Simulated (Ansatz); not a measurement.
Stepwise reaction of `[OH][Al]([OH])[F]` with hydrogen sulfide, as a gas-phase model of exchange steps in deposition or etching. ΔE in kJ/mol; ΔG adds harmonic PBE0-D4 terms to CCSD(T)/CBS, at 1 bar.

Program: Ansatz. Geometries: PBE0-D4/def2-TZVP. ΔE: electronic, gas phase. CCSD(T)/CBS adds triple-zeta CCSD(T) − MP2 to the extrapolated MP2 energy (def2 sets, frozen cores). This one scheme is used for every species. Functionals use def2-TZVPP. B3LYP here is the variant with VWN-RPA as its local correlation; programs differ in this. Each species was taken in one conformer, which may not be the lowest.

| step | reaction | PBE-D4 | B3LYP-D4 | ωB97M-V | CCSD(T)/CBS | ΔG(600 K) |
| --- | --- | --- | --- | --- | --- | --- |
| 2 | `[OH][Al]([F])[SH]` + H₂S → `[F][Al]([SH])[SH]` + H₂O | 14.4 | 25.5 | 23.6 | 20.3 | 30.7 |

Question: Give the row of step 1, `[OH][Al]([OH])[F]` + H₂S → `[OH][Al]([F])[SH]` + H₂O. (An estimate is asked.)

Answer: Ansatz gave: 
```
step                                               reaction  PBE-D4  B3LYP-D4  ωB97M-V  CCSD(T)/CBS  ΔG(600 K)
   1  `[OH][Al]([OH])[F]` + H₂S → `[OH][Al]([F])[SH]` + H₂O    14.9      25.9     23.6         20.4       23.2
```

Question: By hand: ΔE of the 2 steps together at CCSD(T)/CBS.

Answer: (20.4) + (20.3) = 40.7 kJ/mol, or 20.4 kJ/mol a step.

In ΔE the steps differ by no more than 0.1 kJ/mol. All are uphill at CCSD(T)/CBS. ΔG lies between 23.2 and 30.7 kJ/mol a step. PBE-D4 differs from CCSD(T)/CBS by -5.9 to -5.5 kJ/mol a step. Isolated molecules leave out the surface, adducts and barriers. Largest T1 diagnostic: 0.012.
